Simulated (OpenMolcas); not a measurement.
# Ions of charge +3 along the 3d row on the Y site of Cs2NaYF6

```yaml
Program: OpenMolcas
Method: CASSCF
Spin-orbit_coupling: RASSI with atomic mean-field integrals over the reference wave functions
```

The d shell is active. Each dopant is a cluster with its nearest anions in model potentials and point charges, with no relaxation. Distances were set from a Shannon-type radius of the metal (high-spin where two are listed) plus a fixed donor radius (F 1.31 Å), in hosts weighted 0.65 to 0.35 with the host's distance in the model lattice. Ligand basis ANO-RCC-VDZP, DKH2 Hamiltonian. States (labels of O, the rotations of Oh). Energies in cm-1 above the lowest state or level, χT in cm3 K/mol; under a threefold ground state the first gap can be a small split of the lowest multiplet, not the spin-orbit step; 10Dq and B are least-squares fits to the states below 45000 cm-1, weighted by degeneracy, with a free offset, and given where the rms deviation is under 5 % of |10Dq| (or 100 cm-1) and under 700 cm-1. Spin-only χT is S(S+1) / 2 for the spin of the ground state.

```json
{"Ion": "Ti3+", "Shell": "3d1", "R (Å)": "2.049", "Metal basis": "ANO-RCC-VTZP", "Ground state": "2T2", "First state of that spin": "2E 13855", "10Dq": "13855", "B (rms of fit)": "", "First gap with spin-orbit (degeneracies)": "216.6 (4, 2)", "χT at 300 K": "0.449", "First state of another spin": "", "Spin-only χT": "0.375"}
{"Ion": "V3+", "Shell": "3d2", "R (Å)": "2.03", "Metal basis": "ANO-RCC-VTZP", "Ground state": "3T1", "First state of that spin": "3T2 10904", "10Dq": "12389", "B (rms of fit)": "1002 (73)", "First gap with spin-orbit (degeneracies)": "6.6 (2, 3)", "χT at 300 K": "0.890", "First state of another spin": "1T2 14076", "Spin-only χT": "1.000"}
{"Ion": "Cr3+", "Shell": "3d3", "R (Å)": "2.014", "Metal basis": "ANO-RCC-VTZP", "Ground state": "4A2", "First state of that spin": "4T2 11461", "10Dq": "11353", "B (rms of fit)": "1084 (55)", "First gap with spin-orbit (degeneracies)": "11357 (4, 2)", "χT at 300 K": "1.819", "First state of another spin": "2E 19513", "Spin-only χT": "1.875"}
{"Ion": "Mn3+", "Shell": "3d4", "R (Å)": "2.033", "Metal basis": "ANO-RCC-VTZP", "Ground state": "5E", "First state of that spin": "5T2 10088", "10Dq": "9877", "B (rms of fit)": "1137 (102)", "First gap with spin-orbit (degeneracies)": "9.9 (1, 3)", "χT at 300 K": "2.932", "First state of another spin": "3T1 15558", "Spin-only χT": "3.000"}
{"Ion": "Fe3+", "Shell": "3d5", "R (Å)": "2.033", "Metal basis": "ANO-RCC-VTZP", "Ground state": "6A1", "First state of that spin": "", "10Dq": "8778", "B (rms of fit)": "1231 (126)", "First gap with spin-orbit (degeneracies)": "28811 (6, 2)", "χT at 300 K": "4.385", "First state of another spin": "4T1 28898", "Spin-only χT": "4.375"}
{"Ion": "Co3+", "Shell": "3d6", "R (Å)": "2.01", "Metal basis": "ANO-RCC-VTZP", "Ground state": "5T2", "First state of that spin": "5E 8220", "10Dq": "", "B (rms of fit)": "", "First gap with spin-orbit (degeneracies)": "270.1 (3, 2)", "χT at 300 K": "4.212", "First state of another spin": "3T1 17454", "Spin-only χT": "3.000"}
{"Ion": "Ni3+", "Shell": "3d7", "R (Å)": "2.004", "Metal basis": "ANO-RCC-VTZP", "Ground state": "4T1", "First state of that spin": "4T2 6782", "10Dq": "8476", "B (rms of fit)": "1310 (351)", "First gap with spin-orbit (degeneracies)": "469.9 (2, 4)", "χT at 300 K": "3.495", "First state of another spin": "2E 15624", "Spin-only χT": "1.875"}
```

Among the 6 ions with a close fit, |10Dq| is smallest for Ni3+ (8476 cm-1) and largest for Ti3+ (13855 cm-1). The error differs from ion to ion, so this order need not be the real one.

B goes from 1002 cm-1 (V3+) to 1310 cm-1 (Ni3+).

Every ion keeps the highest spin of its shell. χT departs most from the spin-only value for Ni3+, by +1.620 cm3 K/mol.

Ligand-to-metal charge-transfer states are missing. With metal d orbitals alone and no dynamic correlation 10Dq can be off by a tenth to a fifth, either way, in oxide and fluoride hosts. An orbital triplet at a regular site is open to Jahn-Teller coupling, which can distort the site and quench the lowest spin-orbit gaps and is left out (holds for Ti3+; V3+; Co3+; Ni3+). Without dynamic correlation the repulsion within the d shell is too large (B by tens of per cent), so at a given field states of lower spin stand too high (holds for V3+; Cr3+; Mn3+; Fe3+; Co3+; Ni3+). With no ligand orbital active B as a rule stays too high, so bands that hang on it stand too high and its fall with covalency is understated (holds for V3+; Cr3+; Mn3+; Fe3+; Co3+; Ni3+). An orbital doublet at a regular site is open to a Jahn-Teller distortion, which this geometry leaves out (holds for Mn3+). CASSCF with metal d orbitals alone favours high spin, so a ground state of lower spin is not ruled out (holds for Co3+; Ni3+). No measured value stands beside these numbers; the geometry was set by hand and not optimised.
